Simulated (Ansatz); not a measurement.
Job for Ansatz (a quantum-chemistry and plane-wave program): U-wB97X-V/aug-cc-pVTZ on BeH2Se (SMILES [BeH][SeH]), a point of a bond scan (R = 1.591 Å).

Ansatz 0.2 input:
```yaml
crystal:
  periodic: [false, false, false]
  atoms:
    - {symbol: Be, position_ang: [-0.68973544, -0.76066788, -1.41803736]}
    - {symbol: H, position_ang: [-1.31317691, -1.45723446, -2.70516215]}
    - {symbol: Se, position_ang: [0.09181580, 0.16025393, 0.22400564]}
    - {symbol: H, position_ang: [0.84647439, -1.06482192, 0.54659910]}
basis:
  gaussian:
    orbitals: aug-cc-pVTZ
hamiltonian:
  xc: {name: wB97X-V}
magnetization: {spin_polarized: true, initial_magnetization: 0}
```

The log:

```
WARN ansatz: RAYON_NUM_THREADS=1 ignored (pool sized by the plan → 1); use --threads N
Functional definition: wB97X-V
integrals: 0.07 GiB planned
774 factors; their error is unknown
integrals: 0.11 GiB planned
268 factors; integrals over basis functions are off by at most 5.2e-5 eV
mean field: 1.03 GiB planned
mean field evaluation 1: about -65778.0775 eV, gradient 7.9e0 eV
mean field evaluation 2: about -65778.6310 eV, gradient 3.7e0 eV
mean field evaluation 4: about -65778.7339 eV, gradient 4.1e-1 eV
mean field evaluation 8: about -65778.8987 eV, gradient 8.6e-3 eV
mean field evaluation 16: about -65778.8987 eV, gradient 7.2e-5 eV
mean field -65778.89865376 eV, -2417.3299389869 hartree, gradient 7.2e-5 eV, S^2 0.000000; 0 other end points of the search recorded, 0 dependent functions left out
reference -65778.89865123 eV, -2417.3299388938 hartree; 20, 20 occupied and 131, 131 virtual orbitals, 774 factors
Total energy: -65778.89865123 eV, -2417.3299388938 hartree
```

The run converged.

Cost: around 9 core-seconds (rough).
